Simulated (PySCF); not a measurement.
**Field gradients at the hydrogen positions**

Species: C8H8.
Numbering: `[CH:1]#[C:2][C:3]#[C:4][CH2:5][CH2:6][CH:7]=[CH2:8]` (hydrogens: H9 on C1; H10, H11 on C5; H12, H13 on C6; H14 on C7; H15, H16 on C8)

Cartesian coordinates in Å at the GFN2-xTB level; atoms count from 1:
```xyz
16
C8H8 angstrom
C      4.6438    1.6106   -1.0437
C      3.6056    1.1364   -0.6598
C      2.4374    0.5968   -0.2220
C      1.4159    0.0990    0.1844
C      0.1756   -0.4738    0.6500
C     -1.0377    0.1674   -0.0478
C     -2.3118   -0.4213    0.4664
C     -3.1788   -1.0860   -0.2734
H      5.5493    2.0208   -1.3759
H      0.1809   -1.5509    0.4529
H      0.0982   -0.3276    1.7325
H     -0.9614    0.0147   -1.1262
H     -1.0269    1.2440    0.1468
H     -2.4921   -0.2821    1.5255
H     -4.0833   -1.4996    0.1395
H     -3.0223   -1.2395   -1.3291
```

Level: PBE0/pcSseg-1 (PySCF, non-relativistic); Q(2H) = 0.00286 b; rigid geometry, the same for H and D, with no vibrational averaging.

Question: Rank these positions by the coupling χzz of a deuteron there, largest first.
A. H15 (vinylic hydrogen)
B. H11 (methylene hydrogen)
C. H9 (alkyne hydrogen)
D. H14 (vinylic hydrogen)

Answer: C (268 kHz), A (227 kHz), D (216 kHz), B (199 kHz).

Q: Give the electric field gradient Vzz (the principal value of largest size), its asymmetry and the 2H coupling at each hydrogen.

A: 
```json
{"atom": "H9", "bonded to": "C1", "bond length (Å)": "1.048", "Vzz (au)": "0.3983", "η": "0.00", "χzz (kHz)": "268"}
{"atom": "H10", "bonded to": "C5", "bond length (Å)": "1.095", "Vzz (au)": "0.2949", "η": "0.02", "χzz (kHz)": "198"}
{"atom": "H11", "bonded to": "C5", "bond length (Å)": "1.095", "Vzz (au)": "0.2958", "η": "0.03", "χzz (kHz)": "199"}
{"atom": "H12", "bonded to": "C6", "bond length (Å)": "1.092", "Vzz (au)": "0.3005", "η": "0.03", "χzz (kHz)": "202"}
{"atom": "H13", "bonded to": "C6", "bond length (Å)": "1.094", "Vzz (au)": "0.2974", "η": "0.02", "χzz (kHz)": "200"}
{"atom": "H14", "bonded to": "C7", "bond length (Å)": "1.083", "Vzz (au)": "0.3221", "η": "0.06", "χzz (kHz)": "216"}
{"atom": "H15", "bonded to": "C8", "bond length (Å)": "1.077", "Vzz (au)": "0.3377", "η": "0.05", "χzz (kHz)": "227"}
{"atom": "H16", "bonded to": "C8", "bond length (Å)": "1.078", "Vzz (au)": "0.3344", "η": "0.05", "χzz (kHz)": "225"}
```

Q: How does χzz go with the bond length over the 8 C–H bonds?

A: A straight-line fit has a slope of -14.9 kHz for each 0.01 Å, with a correlation coefficient of -1.00, over lengths from 1.048 to 1.095 Å. The longer bonds have the smaller couplings here.

One conformer (not necessarily the lowest) at the GFN2-xTB geometry, without solvent, vibrations or thermal averaging. GFN2-xTB bond lengths can be off by several hundredths of an ångström, more for odd bonds, and the gradients follow them. With a basis this small, the couplings can be 20 % off.
